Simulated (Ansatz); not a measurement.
`C=C([SiH3])CCl` + `NC(O)(F)F` → `NC(F)(F)O[SiH3]` + `C=CCCl`  (ligand exchange at the Si–C bond)

Isolated molecules relaxed with PBE0-D4/def2-TZVP in Ansatz; ΔE leaves out vibrations. CCSD(T)/CBS is the MP2 limit (def2-TZVPP, def2-QZVPP) plus CCSD(T) − MP2 in def2-TZVPP, frozen cores. DFT in def2-TZVPP. B3LYP here is the variant with VWN-RPA as its local correlation; programs differ in this. Each species was taken in one conformer, which may not be the lowest.

(1) Is it downhill or uphill in electronic energy at CCSD(T)/CBS, and by how much? (Best estimate.)

(2) What do these levels give: B3LYP-D4, ωB97M-V, B2PLYP, PBE, r2SCAN, PBE0, B3LYP, HF/def2-TZVPP, SCS-MP2/def2-TZVPP, CCSD/def2-TZVPP, HF/def2-QZVPP, MP2/def2-QZVPP? (Estimate.)

Largest T1 diagnostic among the species: 0.012.

Answers

(1) Ansatz gave: Downhill: ΔE = -20.7 kcal/mol.

(2) Computed: B3LYP-D4 -21.3, ωB97M-V -20.7, B2PLYP -22.1, PBE -18.6, r2SCAN -20.9, PBE0 -19.4, B3LYP -22.7, HF/def2-TZVPP -25.6, SCS-MP2/def2-TZVPP -21.6, CCSD/def2-TZVPP -21.3, HF/def2-QZVPP -26.1, MP2/def2-QZVPP -20.7 kcal/mol.

In def2-TZVPP, CCSD(T) changes the Hartree–Fock value by +5.2 kcal/mol (the triples alone add +0.8 kcal/mol) and MP2 by +5.2 kcal/mol. The D4 term adds +1.4 kcal/mol with B3LYP and +0.7 kcal/mol with PBE0; it sums over pairs of atoms, weighted by their polarisabilities, and B3LYP, whose exchange is more repulsive, gets the larger term. From PBE to PBE0 (25 % exact exchange), in def2-TZVPP and without D4, ΔE moves by −0.8 kcal/mol.
